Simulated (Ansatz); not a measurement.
`C[S][Ge]([CH3])([F])[F]`, relaxed with RKS PBE0-D4/def2-TZVP in the Gaussian-basis code of Ansatz from a PBE-D4/def2-SVP geometry. The force threshold is 0.005 eV/Å; the program also tests the step.

Charge 0, multiplicity 1.

Start:

```xyz
12

C     1.961   -0.839   -0.191
S     1.500    0.799   -0.902
Ge   -0.387    1.050    0.230
C    -1.894   -0.106   -0.179
F    -0.865    2.724    0.052
F    -0.019    0.844    1.938
H     1.270   -1.640   -0.518
H     1.999   -0.792    0.914
H     2.972   -1.066   -0.580
H    -2.753    0.179    0.458
H    -1.619   -1.158    0.024
H    -2.166    0.005   -1.246
```

```
step  energy (eV)  largest force (eV/Å)  largest move (Å)
   1  -74947.7353                 0.576             0.000
   2  -74947.7913                 0.256             0.036
   3  -74947.7982                 0.065             0.015
   4  -74947.7984                 0.021             0.013
   5  -74947.7985                 0.014             0.007
   6  -74947.7986                 0.004             0.006
   7  -74947.7986                 0.010             0.010
   8  -74947.7986                 0.012             0.013
   9  -74947.7987                 0.006             0.011
  10  -74947.7987                 0.003             0.004
```

End:

```xyz
12

C     1.974   -0.836   -0.179
S     1.485    0.775   -0.872
Ge   -0.391    1.025    0.223
C    -1.902   -0.098   -0.181
F    -0.843    2.680    0.020
F    -0.053    0.844    1.916
H     1.289   -1.629   -0.479
H     2.048   -0.787    0.906
H     2.958   -1.052   -0.593
H    -2.722    0.163    0.488
H    -1.637   -1.145   -0.035
H    -2.206    0.059   -1.216
```

Run time 31 s (3 threads of an AMD EPYC 7R13 on a shared host and a share of an NVIDIA H100 80 GB); peak host memory 0.94 GiB.
